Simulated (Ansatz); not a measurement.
Basis sets compared for B4P4⁻. Total charge -1; doublet. Geometry B3LYP-D4/def2-SVPD. Ansatz on 4 threads of Arm Neoverse N1 on a shared host; times are rough, and most runs start from earlier orbitals.

Cartesian coordinates in Å:
```
B 0.961 1.257 -0.095
B -0.961 -1.258 0.095
B 0.430 -0.389 -0.803
B -0.430 0.390 0.803
P 1.806 0.644 -1.568
P -1.818 -0.635 1.558
P -0.242 -2.060 -1.353
P 0.254 2.052 1.364
```

At HF/6-31G, HF/def2-TZVPD the charge -1 doublet is spin-contaminated (final ⟨S²⟩ up to 0.99, 0.75 for a pure state). The structure comes from a short search, and lower isomers may exist.

| level | functions | energy (Eh) | HOMO (eV) | LUMO (eV) | wall time |
| --- | --- | --- | --- | --- | --- |
| HF/6-31G | 88 | -1461.4597 | -3.57 | 3.14 | 2.1 s |
| PBE-D4/def2-SVPD | 176 | -1463.6837 | -0.94 | -0.43 | 8 s |
| PBE0-D4/def2-SVPD | 176 | -1463.8011 | -1.82 | 0.11 | 14 s |

Q: Estimate the rows for HF/def2-TZVPD, PBE-D4/def2-TZVPD, PBE0-D4/def2-TZVPD.

A: 
```json
{"level": "HF/def2-TZVPD", "functions": "320", "energy (Eh)": "-1461.7685", "HOMO (eV)": "-3.46", "LUMO (eV)": "3.06", "wall time": "2.7 min"}
{"level": "PBE-D4/def2-TZVPD", "functions": "320", "energy (Eh)": "-1464.2368", "HOMO (eV)": "-0.98", "LUMO (eV)": "-0.47", "wall time": "21 s"}
{"level": "PBE0-D4/def2-TZVPD", "functions": "320", "energy (Eh)": "-1464.3502", "HOMO (eV)": "-1.85", "LUMO (eV)": "0.08", "wall time": "50 s"}
```
